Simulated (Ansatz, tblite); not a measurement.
Forces on AlCl2(OH) (AlCl₂OH) at its PBE0-D4/def2-TZVP geometry. Charge 0, multiplicity 1.

The xTB rows come from tblite. B3LYP takes the VWN-RPA correlation.

GFN1-xTB (tblite), largest force 0.50 eV/Å:

```xyz
5
positions Å, forces eV/Å
Al   -0.092   -0.193    0.327   -0.125   -0.183    0.444
Cl   -0.649    0.141    2.292    0.098    0.013   -0.346
Cl    0.114   -2.139   -0.378   -0.005    0.180    0.017
O     0.183    1.133   -0.662    0.000   -0.229    0.004
H     0.443    1.056   -1.579    0.033    0.219   -0.120
```

GFN2-xTB (tblite), largest force 0.80 eV/Å:

```
Al -0.170 -0.226 0.606
Cl 0.215 -0.109 -0.758
Cl -0.053 0.655 0.181
O 0.044 -0.640 -0.146
H -0.034 0.320 0.117
```

B3LYP-D4/def2-TZVP (Ansatz), largest force 0.15 eV/Å:

```
Al -0.006 -0.007 0.022
Cl -0.038 0.028 0.136
Cl 0.015 -0.132 -0.052
O -0.011 0.088 0.038
H 0.041 0.023 -0.144
```
